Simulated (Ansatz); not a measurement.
Ansatz (a first-principles code) input (HF/3-21G): The .json file is the Basis Set Exchange's 3-21G.

Ansatz 0.2 input:
```yaml
crystal:
  periodic: [false, false, false]
  atoms:
    - {symbol: C, position_ang: [-2.73999449, 0.13911407, 0.13092703]}
    - {symbol: B, position_ang: [-1.35768641, 0.85780388, 0.22469634]}
    - {symbol: I, position_ang: [0.61278572, -0.09370900, -0.04360715]}
    - {symbol: H, position_ang: [-3.55906674, 0.84082804, 0.01061123]}
    - {symbol: H, position_ang: [-2.77975896, -0.59332348, -0.67151380]}
    - {symbol: H, position_ang: [-2.91041854, -0.40463162, 1.06303782]}
basis:
  gaussian:
    orbitals: 3-21G.json
hamiltonian:
  xc: {name: HF}
magnetization: {spin_polarized: true, initial_magnetization: 1}
phonons: {temperatures: {t_min: 298.15, t_max: 298.15, t_step: 100}}
```

Output:

```
Functional definition: HF
integrals: 0.01 GiB planned
770 factors; integrals over basis functions are off by at most 5.3e-4 eV
mean field: 0.35 GiB planned
mean field evaluation 1: about -189165.0705 eV, gradient 1.5e1 eV
mean field evaluation 2: about -189165.1512 eV, gradient 1.5e1 eV
mean field evaluation 4: about -189166.6061 eV, gradient 1.9e0 eV
mean field evaluation 8: about -189166.6888 eV, gradient 1.3e-1 eV
mean field -189166.68948112 eV, -6951.7476166439 hartree, gradient 2.0e-5 eV, S^2 0.753915; 0 other end points of the search recorded, 0 dependent functions left out
the calculation of the forces begins
reference -189166.68948112 eV, -6951.7476166439 hartree; 34, 33 occupied and 23, 24 virtual orbitals, 770 factors
these checks for a lower state are left out or cut short: stability, starts, cluster_reference, orbital_swaps, neighbouring_geometries, increment
integrals: 0.01 GiB planned
770 factors; integrals over basis functions are off by at most 5.3e-4 eV
mean field: 0.35 GiB planned
mean field evaluation 16: about -189166.6892 eV, gradient 1.2e-1 eV
mean field -189166.68931888 eV, -6951.7476106815 hartree, gradient 4.5e-6 eV, S^2 0.753917; 0 other end points of the search recorded, 0 dependent functions left out
the calculation of the forces begins
reference -189166.68931888 eV, -6951.7476106815 hartree; 34, 33 occupied and 23, 24 virtual orbitals, 770 factors
these checks for a lower state are left out or cut short: stability, starts, cluster_reference, orbital_swaps, neighbouring_geometries, increment
integrals: 0.01 GiB planned
770 factors; integrals over basis functions are off by at most 5.4e-4 eV
mean field: 0.35 GiB planned
mean field -189166.68932563 eV, -6951.7476109296 hartree, gradient 5.4e-6 eV, S^2 0.753913; 0 other end points of the search recorded, 0 dependent functions left out
the calculation of the forces begins
reference -189166.68932563 eV, -6951.7476109296 hartree; 34, 33 occupied and 23, 24 virtual orbitals, 770 factors
these checks for a lower state are left out or cut short: stability, starts, cluster_reference, orbital_swaps, neighbouring_geometries, increment
integrals: 0.01 GiB planned
770 factors; integrals over basis functions are off by at most 5.4e-4 eV
mean field: 0.35 GiB planned
mean field evaluation 32: about -189166.6893 eV, gradient 2.4e-6 eV
mean field -189166.68931861 eV, -6951.7476106715 hartree, gradient 2.4e-6 eV, S^2 0.753915; 0 other end points of the search recorded, 0 dependent functions left out
the calculation of the forces begins
reference -189166.68931861 eV, -6951.7476106715 hartree; 34, 33 occupied and 23, 24 virtual orbitals, 770 factors
these checks for a lower state are left out or cut short: stability, starts, cluster_reference, orbital_swaps, neighbouring_geometries, increment
integrals: 0.01 GiB planned
770 factors; integrals over basis functions are off by at most 5.3e-4 eV
mean field: 0.35 GiB planned
mean field -189166.68931157 eV, -6951.7476104130 hartree, gradient 2.6e-6 eV, S^2 0.753915; 0 other end points of the search recorded, 0 dependent functions left out
the calculation of the forces begins
reference -189166.68931157 eV, -6951.7476104130 hartree; 34, 33 occupied and 23, 24 virtual orbitals, 770 factors
these checks for a lower state are left out or cut short: stability, starts, cluster_reference, orbital_swaps, neighbouring_geometries, increment
integrals: 0.01 GiB planned
770 factors; integrals over basis functions are off by at most 5.3e-4 eV
mean field: 0.35 GiB planned
mean field -189166.68933154 eV, -6951.7476111468 hartree, gradient 3.1e-6 eV, S^2 0.753915; 0 other end points of the search recorded, 0 dependent functions left out
the calculation of the forces begins
reference -189166.68933154 eV, -6951.7476111468 hartree; 34, 33 occupied and 23, 24 virtual orbitals, 770 factors
these checks for a lower state are left out or cut short: stability, starts, cluster_reference, orbital_swaps, neighbouring_geometries, increment
integrals: 0.01 GiB planned
770 factors; integrals over basis functions are off by at most 5.3e-4 eV
mean field: 0.35 GiB planned
mean field -189166.68932308 eV, -6951.7476108358 hartree, gradient 3.6e-6 eV, S^2 0.753915; 0 other end points of the search recorded, 0 dependent functions left out
the calculation of the forces begins
reference -189166.68932308 eV, -6951.7476108358 hartree; 34, 33 occupied and 23, 24 virtual orbitals, 770 factors
these checks for a lower state are left out or cut short: stability, starts, cluster_reference, orbital_swaps, neighbouring_geometries, increment
integrals: 0.01 GiB planned
770 factors; integrals over basis functions are off by at most 5.3e-4 eV
mean field: 0.35 GiB planned
mean field -189166.68938813 eV, -6951.7476132265 hartree, gradient 3.8e-6 eV, S^2 0.753921; 0 other end points of the search recorded, 0 dependent functions left out
[...]
mean field: 0.35 GiB planned
mean field -189166.68946454 eV, -6951.7476160343 hartree, gradient 1.6e-6 eV, S^2 0.753915; 0 other end points of the search recorded, 0 dependent functions left out
the calculation of the forces begins
reference -189166.68946454 eV, -6951.7476160343 hartree; 34, 33 occupied and 23, 24 virtual orbitals, 770 factors
these checks for a lower state are left out or cut short: stability, starts, cluster_reference, orbital_swaps, neighbouring_geometries, increment
integrals: 0.01 GiB planned
770 factors; integrals over basis functions are off by at most 5.3e-4 eV
mean field: 0.35 GiB planned
mean field evaluation 160: about -189166.6895 eV, gradient 4.7e-2 eV
mean field -189166.68946522 eV, -6951.7476160593 hartree, gradient 2.2e-6 eV, S^2 0.753912; 0 other end points of the search recorded, 0 dependent functions left out
the calculation of the forces begins
reference -189166.68946522 eV, -6951.7476160593 hartree; 34, 33 occupied and 23, 24 virtual orbitals, 770 factors
these checks for a lower state are left out or cut short: stability, starts, cluster_reference, orbital_swaps, neighbouring_geometries, increment
integrals: 0.01 GiB planned
770 factors; integrals over basis functions are off by at most 5.3e-4 eV
mean field: 0.35 GiB planned
mean field -189166.68946395 eV, -6951.7476160126 hartree, gradient 2.1e-6 eV, S^2 0.753918; 0 other end points of the search recorded, 0 dependent functions left out
the calculation of the forces begins
reference -189166.68946395 eV, -6951.7476160126 hartree; 34, 33 occupied and 23, 24 virtual orbitals, 770 factors
these checks for a lower state are left out or cut short: stability, starts, cluster_reference, orbital_swaps, neighbouring_geometries, increment
integrals: 0.01 GiB planned
770 factors; integrals over basis functions are off by at most 5.3e-4 eV
mean field: 0.35 GiB planned
mean field -189166.68942366 eV, -6951.7476145323 hartree, gradient 2.8e-6 eV, S^2 0.753913; 0 other end points of the search recorded, 0 dependent functions left out
the calculation of the forces begins
reference -189166.68942366 eV, -6951.7476145323 hartree; 34, 33 occupied and 23, 24 virtual orbitals, 770 factors
these checks for a lower state are left out or cut short: stability, starts, cluster_reference, orbital_swaps, neighbouring_geometries, increment
integrals: 0.01 GiB planned
770 factors; integrals over basis functions are off by at most 5.3e-4 eV
mean field: 0.35 GiB planned
mean field -189166.68942057 eV, -6951.7476144186 hartree, gradient 2.9e-6 eV, S^2 0.753917; 0 other end points of the search recorded, 0 dependent functions left out
the calculation of the forces begins
reference -189166.68942057 eV, -6951.7476144186 hartree; 34, 33 occupied and 23, 24 virtual orbitals, 770 factors
these checks for a lower state are left out or cut short: stability, starts, cluster_reference, orbital_swaps, neighbouring_geometries, increment
integrals: 0.01 GiB planned
770 factors; integrals over basis functions are off by at most 5.3e-4 eV
mean field: 0.35 GiB planned
mean field -189166.68941159 eV, -6951.7476140885 hartree, gradient 2.9e-6 eV, S^2 0.753913; 0 other end points of the search recorded, 0 dependent functions left out
the calculation of the forces begins
reference -189166.68941159 eV, -6951.7476140885 hartree; 34, 33 occupied and 23, 24 virtual orbitals, 770 factors
these checks for a lower state are left out or cut short: stability, starts, cluster_reference, orbital_swaps, neighbouring_geometries, increment
integrals: 0.01 GiB planned
770 factors; integrals over basis functions are off by at most 5.3e-4 eV
mean field: 0.35 GiB planned
mean field evaluation 192: about -189166.6894 eV, gradient 1.3e-4 eV
mean field -189166.68941477 eV, -6951.7476142056 hartree, gradient 2.5e-6 eV, S^2 0.753917; 0 other end points of the search recorded, 0 dependent functions left out
the calculation of the forces begins
reference -189166.68941477 eV, -6951.7476142056 hartree; 34, 33 occupied and 23, 24 virtual orbitals, 770 factors
these checks for a lower state are left out or cut short: stability, starts, cluster_reference, orbital_swaps, neighbouring_geometries, increment
integrals: 0.01 GiB planned
770 factors; integrals over basis functions are off by at most 5.3e-4 eV
mean field: 0.35 GiB planned
mean field -189166.68946570 eV, -6951.7476160772 hartree, gradient 2.1e-6 eV, S^2 0.753914; 0 other end points of the search recorded, 0 dependent functions left out
the calculation of the forces begins
reference -189166.68946570 eV, -6951.7476160772 hartree; 34, 33 occupied and 23, 24 virtual orbitals, 770 factors
these checks for a lower state are left out or cut short: stability, starts, cluster_reference, orbital_swaps, neighbouring_geometries, increment
integrals: 0.01 GiB planned
770 factors; integrals over basis functions are off by at most 5.3e-4 eV
mean field: 0.35 GiB planned
mean field -189166.68946176 eV, -6951.7476159322 hartree, gradient 2.0e-6 eV, S^2 0.753915; 0 other end points of the search recorded, 0 dependent functions left out
the calculation of the forces begins
reference -189166.68946176 eV, -6951.7476159322 hartree; 34, 33 occupied and 23, 24 virtual orbitals, 770 factors
these checks for a lower state are left out or cut short: stability, starts, cluster_reference, orbital_swaps, neighbouring_geometries, increment
integrals: 0.01 GiB planned
770 factors; integrals over basis functions are off by at most 5.3e-4 eV
mean field: 0.35 GiB planned
mean field -189166.68944425 eV, -6951.7476152890 hartree, gradient 1.7e-6 eV, S^2 0.753915; 0 other end points of the search recorded, 0 dependent functions left out
the calculation of the forces begins
reference -189166.68944425 eV, -6951.7476152890 hartree; 34, 33 occupied and 23, 24 virtual orbitals, 770 factors
these checks for a lower state are left out or cut short: stability, starts, cluster_reference, orbital_swaps, neighbouring_geometries, increment
integrals: 0.01 GiB planned
770 factors; integrals over basis functions are off by at most 5.3e-4 eV
mean field: 0.35 GiB planned
mean field -189166.68944163 eV, -6951.7476151925 hartree, gradient 1.6e-6 eV, S^2 0.753915; 0 other end points of the search recorded, 0 dependent functions left out
the calculation of the forces begins
reference -189166.68944163 eV, -6951.7476151925 hartree; 34, 33 occupied and 23, 24 virtual orbitals, 770 factors
these checks for a lower state are left out or cut short: stability, starts, cluster_reference, orbital_swaps, neighbouring_geometries, increment
integrals: 0.01 GiB planned
770 factors; integrals over basis functions are off by at most 5.3e-4 eV
mean field: 0.35 GiB planned
mean field evaluation 224: about -189166.6894 eV, gradient 1.9e-6 eV
mean field -189166.68939828 eV, -6951.7476135996 hartree, gradient 1.9e-6 eV, S^2 0.753916; 0 other end points of the search recorded, 0 dependent functions left out
the calculation of the forces begins
reference -189166.68939828 eV, -6951.7476135996 hartree; 34, 33 occupied and 23, 24 virtual orbitals, 770 factors
these checks for a lower state are left out or cut short: stability, starts, cluster_reference, orbital_swaps, neighbouring_geometries, increment
integrals: 0.01 GiB planned
770 factors; integrals over basis functions are off by at most 5.3e-4 eV
mean field: 0.35 GiB planned
mean field -189166.68939927 eV, -6951.7476136360 hartree, gradient 2.1e-6 eV, S^2 0.753914; 0 other end points of the search recorded, 0 dependent functions left out
the calculation of the forces begins
reference -189166.68939927 eV, -6951.7476136360 hartree; 34, 33 occupied and 23, 24 virtual orbitals, 770 factors
Total energy: -189166.68948112 eV, -6951.7476166439 hartree
Atom 0 at    -2.739994     0.139114     0.130927 Å, force    -0.001322     0.001393     0.001748 eV/Å
Atom 1 at    -1.357686     0.857804     0.224696 Å, force    -0.001654    -0.001625    -0.000440 eV/Å
Atom 2 at     0.612786    -0.093709    -0.043607 Å, force     0.000202     0.000227     0.000073 eV/Å
Atom 3 at    -3.559067     0.840828     0.010611 Å, force     0.001743    -0.001183    -0.000498 eV/Å
Atom 4 at    -2.779759    -0.593323    -0.671514 Å, force     0.000252     0.000660    -0.000570 eV/Å
Atom 5 at    -2.910419    -0.404632     1.063038 Å, force     0.000778     0.000528    -0.000314 eV/Å
Dipole moment:    -0.450045    -0.027059     0.023654 e Å
Vibrations: 52.87 246.17 475.27 830.34 1038.55 1084.15 1511.34 1602.03 1622.62 3149.23 3211.49 3246.80 cm⁻¹, zero-point energy 1.120250 eV
```

The blocks after the first are displaced geometries, from whose forces the wavenumbers follow.
